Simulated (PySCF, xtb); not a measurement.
FH2MgN, SMILES [NH2][Mg][F].

GFN2-xTB (xtb) at its own geometry gives an orbital gap of 2.19 eV and a dipole moment of 2.98 D.

Coordinates come from a TPSSh-D3(BJ)/def2-TZVP optimisation. Other conformers were not sampled.

### Question
What does PBE/def2-TZVPD run with PySCF give? (Estimate from the structure and the level; the computed values follow.)

### Answer
gap 3.30 eV (levels -5.29 and -2.00 eV), dipole 2.08 D.
